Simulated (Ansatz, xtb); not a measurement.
## Ranking isomers of C5H3FN2

9 gas-phase structures of C5H3FN2, from a drawn sample of its isomers (lower ones may exist). Each was relaxed with GFN2-xTB:

A. `C#Cn1nccc1F`, a singlet
B. `C#Cc1cc(F)n[nH]1`, a singlet
C. `C#Cn1ccc(F)n1`, a singlet
D. `C#Cc1cn[nH]c1F`, a singlet
E. `C#Cc1c[nH]nc1F`, a singlet
F. `C#Cc1cc(F)[nH]n1`, a singlet
G. `C#Cc1[nH]ncc1F`, a singlet
H. `C#Cc1n[nH]cc1F`, a singlet
I. `C#Cn1cc(F)cn1`, a singlet

Estimate their order in r2SCAN-D4/def2-SVP//GFN2-xTB energy at these geometries, lowest first.

Calculated order at r2SCAN-D4/def2-SVP//GFN2-xTB: B (0.000), E (0.026), D (0.188), F (0.227), G (0.245), H (0.325), C (0.687), A (0.860), I (0.951) eV. Less than 1 kcal/mol parts B and E; D and F; F and G, so the order within those pairs means little.

Energies above the lowest of each column, in eV; the last columns are at r2SCAN-D4/def2-SVP geometries and were run for some of them only (a dash: not run or not comparable):

```csv
structure,GFN2-xTB,HF/STO-3G,r2SCAN-D4/def2-SVP//GFN2-xTB,r2SCAN-D4/def2-SVP,CCSD(T)/def2-SVP + ΔMP2/def2-TZVPP
B,0.000,0.024,0.000,0.000,0.000
E,0.081,0.000,0.026,0.024,0.015
D,0.134,0.009,0.188,0.178,0.169
F,0.131,0.074,0.227,0.220,0.183
G,0.125,0.138,0.245,0.239,0.243
H,0.210,0.192,0.325,0.318,0.284
C,0.000,0.467,0.687,–,–
A,0.115,0.475,0.860,–,–
I,0.102,0.620,0.951,–,–
```

CCSD(T)/def2-SVP + ΔMP2/def2-TZVPP has B and E within 1 kcal/mol of each other at the bottom. Frequencies (GFN2-xTB) were run for B, D, E, F, G, H alone. ΔMP2 is the change of the MP2 energy from the smaller to the larger basis.

Over these structures GFN2-xTB departs from r2SCAN-D4/def2-SVP//GFN2-xTB by 0.313 eV on average once a common shift is removed. A GFN2-xTB relaxation took about 0.058 s and the r2SCAN-D4/def2-SVP//GFN2-xTB energy about 1.9 s on a shared host (Ansatz 0.2.0, xtb 6.7.1).
